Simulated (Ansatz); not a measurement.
Cost and result for the atomization energy of CH$_{5}$BN$_{2}$O, SMILES `N=COBN` (10 atoms, 9 bonds).

Z-matrix (Å, degrees):
```
C
O 1 1.332
N 1 1.263 2 124.8
H 1 1.094 2 110.3 3 180.0
B 2 1.402 1 126.6 3 -0.0
H 3 1.015 1 110.1 2 -180.0
N 5 1.384 2 123.5 1 0.0
H 5 1.194 2 114.5 1 -180.0
H 7 1.009 5 120.9 2 0.0
H 7 1.004 5 122.0 2 -180.0
```

Charge 0, multiplicity 1. Geometry: relaxed with PBE0-D4/def2-TZVP. It is one conformer, not always the lowest. Program: Ansatz. All runs use 2 threads of an Arm Neoverse V1 on a shared host. Times are those of one run each, without the atoms' runs, and a repeat can differ threefold. Electronic energies, without spin–orbit coupling; frozen cores. CCSD(T)/CBS adds CCSD(T) − MP2 in def2-TZVPP to the MP2 limit, and its time is that of the two runs behind it. T1 = 0.014. HSE06 is the plane-wave form, built on full-range PBE exchange.

CCSD(T)/CBS is a level of theory with its own doubt, some kJ/mol a heavy atom from the limit and from the frozen cores, so smaller differences don't rank the functionals.

```json
{"level": "revPBE-D4/def2-TZVPP", "functions": "225", "wall time": "3 s", "atomization (kcal/mol)": "974.1", "difference from CCSD(T)/CBS": "7.0", "per bond": "0.8"}
{"level": "PBE-D4/def2-TZVPP (with forces)", "functions": "225", "wall time": "3.4 s", "atomization (kcal/mol)": "1004.1", "difference from CCSD(T)/CBS": "37.0", "per bond": "4.1"}
{"level": "BHLYP-D4/def2-TZVPP", "functions": "225", "wall time": "3.7 s", "atomization (kcal/mol)": "937.0", "difference from CCSD(T)/CBS": "-30.1", "per bond": "-3.3"}
{"level": "HSE06-D4/def2-TZVPP", "functions": "225", "wall time": "3.9 s", "atomization (kcal/mol)": "976.0", "difference from CCSD(T)/CBS": "8.9", "per bond": "1.0"}
{"level": "CCSD(T)/def2-SVP", "functions": "95", "wall time": "6.5 s", "atomization (kcal/mol)": "913.1", "difference from CCSD(T)/CBS": "-54.0", "per bond": "-6.0"}
{"level": "r2SCAN-D4/def2-TZVPP (with forces)", "functions": "225", "wall time": "7 s", "atomization (kcal/mol)": "971.5", "difference from CCSD(T)/CBS": "4.4", "per bond": "0.5"}
{"level": "B2PLYP/def2-TZVPP", "functions": "225", "wall time": "7.5 s", "atomization (kcal/mol)": "965.0", "difference from CCSD(T)/CBS": "-2.1", "per bond": "-0.2"}
{"level": "PBE-QIDH/def2-TZVPP", "functions": "225", "wall time": "7.5 s", "atomization (kcal/mol)": "960.4", "difference from CCSD(T)/CBS": "-6.7", "per bond": "-0.8"}
{"level": "ωB97X-V/def2-TZVPP", "functions": "225", "wall time": "11 s", "atomization (kcal/mol)": "973.6", "difference from CCSD(T)/CBS": "6.5", "per bond": "0.7"}
{"level": "B97M-V/def2-TZVPP", "functions": "225", "wall time": "13 s", "atomization (kcal/mol)": "971.5", "difference from CCSD(T)/CBS": "4.4", "per bond": "0.5"}
{"level": "MP2/def2-QZVPP", "functions": "435", "wall time": "30 s", "atomization (kcal/mol)": "978.3", "difference from CCSD(T)/CBS": "11.2", "per bond": "1.2"}
{"level": "CCSD(T)/def2-TZVPP", "functions": "225", "wall time": "2.9 min", "atomization (kcal/mol)": "938.1", "difference from CCSD(T)/CBS": "-29.0", "per bond": "-3.2"}
{"level": "CCSD(T)/CBS(def2)", "functions": "–", "wall time": "3.4 min", "atomization (kcal/mol)": "967.1", "difference from CCSD(T)/CBS": "0.0", "per bond": "0.0"}
```

At CCSD(T), def2-SVP lies −54.0 kcal/mol from the extrapolated value and def2-TZVPP −29.0 kcal/mol: correlation converges slowly with the basis, and small sets miss more of it in the bonded molecule than in its fragments. From PBE to PBE0 (25 % exact exchange), in def2-TZVPP and without D4, the atomization energy moves by −28.4 kcal/mol: exact exchange takes away binding that semilocal exchange gives to molecules. The D4 term adds +6.3 kcal/mol with B3LYP and +3.3 kcal/mol with PBE0; it sums over pairs of atoms, weighted by their polarisabilities, and B3LYP, whose exchange is more repulsive, gets the larger term.

B3LYP here is the variant with VWN-RPA as its local correlation; programs differ in this.
